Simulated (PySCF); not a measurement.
**Polarisability and C₆ of Ag (silver, neutral)**

[Kr] 4d10 5s1, 2S determinant. All numbers are calculated (PySCF 2.14, the spin-free X2C one-electron Hamiltonian (Gaussian nucleus), in x2c-TZVPPall with one added diffuse shell each of s, p, d, f type (9s7p7d3f1g, 95 functions)). Coupled (time-dependent) response in atomic units; α is the mean over directions.

| method | mean α (bohr³) | C₆ (like pair) | S(−4) |
| --- | --- | --- | --- |
| UHF | 82.78 | 689.2 | 6517 |
| PBE | 47.89 | 375.7 | 1715 |
| PBE0 | 52.30 | 409.4 | 2173 |

S(−4) is the Cauchy moment in α(ω) = α(0) + S(−4) ω² + …

Reference α: 55 ± 8 bohr³ (recommended; Schwerdtfeger and Nagle, table of static dipole polarizabilities (2023 update)). Published C₆: 341.0 (Gould and Bucko (2016)).

Hartree-Fock lies above the reference because it lacks correlation, which contracts the outer shell.

α(iu) at UHF:

```
u (hartree)  α(iu) (bohr³)
          0          82.78
     0.0500          69.48
      0.100          48.42
      0.200          25.38
      0.300          16.59
      0.500          9.922
      0.750          6.674
       1.00          4.982
       1.50          3.179
       2.00          2.234
       3.00          1.284
       5.00         0.5773
```
